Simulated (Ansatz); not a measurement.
Compare A (`CB[SiH2][SiH2]Cl`) with its isomer B (`C[SiH](Cl)B[SiH3]`).

Isolated molecules relaxed with PBE0-D4/def2-TZVP in Ansatz; ΔE leaves out vibrations. CCSD(T)/CBS is the MP2 limit (def2-TZVPP, def2-QZVPP) plus CCSD(T) − MP2 in def2-TZVPP, frozen cores. DFT in def2-TZVPP. B3LYP here is the variant with VWN-RPA as its local correlation; programs differ in this. Each species was taken in one conformer, which may not be the lowest.

**Question.** Which isomer does CCSD(T)/CBS put lower? Give the gap. (Best estimate.)

**Answer.** Ansatz gave: A, by 21.6 kJ/mol.

**Question.** Give E(B) − E(A) in kJ/mol with MP2/def2-TZVPP, r2SCAN-D4, CCSD(T)/def2-TZVPP, PBE-D4, B3LYP-D4, B3LYP, ωB97M-V. (An estimate is asked.)

**Answer.** Computed: MP2/def2-TZVPP 21.8, r2SCAN-D4 26.8, CCSD(T)/def2-TZVPP 20.9, PBE-D4 31.3, B3LYP-D4 25.2, B3LYP 25.4, ωB97M-V 21.9. None reverses the order clearly.

Largest T1 diagnostic: 0.012.

In def2-TZVPP, CCSD(T) changes the Hartree–Fock value by +4.8 kJ/mol (the triples alone add +1.3 kJ/mol) and MP2 by +5.7 kJ/mol.
